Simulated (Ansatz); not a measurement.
`[SnH3][I]` + `C/C(Cl)=N\[SiH3]` → `[Cl][SnH2][I]` + `C/C=N\[SiH3]` at 400 K and 1 bar (redistribution).

Computed with Ansatz on PBE0-D4/def2-TZVP structures; ΔE is electronic, products minus reactants. CCSD(T)/CBS is the MP2 limit (def2-TZVPP, def2-QZVPP) plus CCSD(T) − MP2 in def2-TZVPP, frozen cores. Double bonds are as drawn, so ΔE can hold a change between cis and trans. Elements past krypton have def2 core potentials. For I, Sn outer-core shells are correlated without core-valence functions, which leaves a few kJ/mol of doubt a bond.

```
           species  CCSD(T)/CBS energy (Eh)  H − E (kJ/mol)  S (J/(mol·K))
       `[SnH3][I]`               -513.29032            75.0          315.4
`C/C(Cl)=N\[SiH3]`               -883.27379           229.6          385.6
   `[Cl][SnH2][I]`               -972.52417            65.2          363.1
    `C/C=N\[SiH3]`               -424.08411           248.5          350.0
```

H − E and S are ideal-gas, rigid-rotor, harmonic terms from PBE0-D4/def2-TZVP. 1 Eh = 2625.50 kJ/mol, R = 8.31446 J/(mol·K).

Problem. By hand: ΔE, ΔH, ΔS and ΔG.

Solution. ΔE = (-972.52417) + (-424.08411) − (-513.29032) − (-883.27379) = -0.04417 Eh = -116.0 kJ/mol. Δ(H − E) = 65.2 + 248.5 − 75.0 − 229.6 = 9.1, so ΔH = -106.9 kJ/mol. ΔS = 363.1 + 350.0 − 315.4 − 385.6 = 12.1 J/(mol·K). ΔG = -106.9 − 400 × (12.1)/1000 = -111.7 kJ/mol.

Problem. By hand: the equilibrium constant, and the temperature at which ΔG would vanish if ΔH and ΔS stayed fixed.

Solution. log₁₀ K = −ΔG/(RT ln 10) = 14.6. ΔH and −TΔS have one sign here, so there is no such temperature.

The number of gas molecules stays the same, so ΔS is small and ΔH decides. A doubt of 5 kJ/mol in ΔE shifts log₁₀ K by 0.7 here. These are equilibria of isolated gas molecules and say nothing of rates. Largest T1 diagnostic: 0.013 (customary marks: 0.02 for closed shells, 0.045 for open ones).
